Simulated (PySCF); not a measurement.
An element was calculated at PBE (PySCF 2.14, spin-free X2C, a triple-zeta basis, no spin-orbit coupling), in the ground configurations that NIST lists.

```
first ionisation energy  : 5.878 eV
second ionisation energy : 11.836 eV
third ionisation energy  : 24.080 eV
```

Question: Which element is it?

Answer: Dysprosium (Dy, Z = 66), in x2c-TZVPPall. NIST lists 5.939, 11.647 ± 0.02, 22.89 ± 0.03 eV for these ionisation energies.
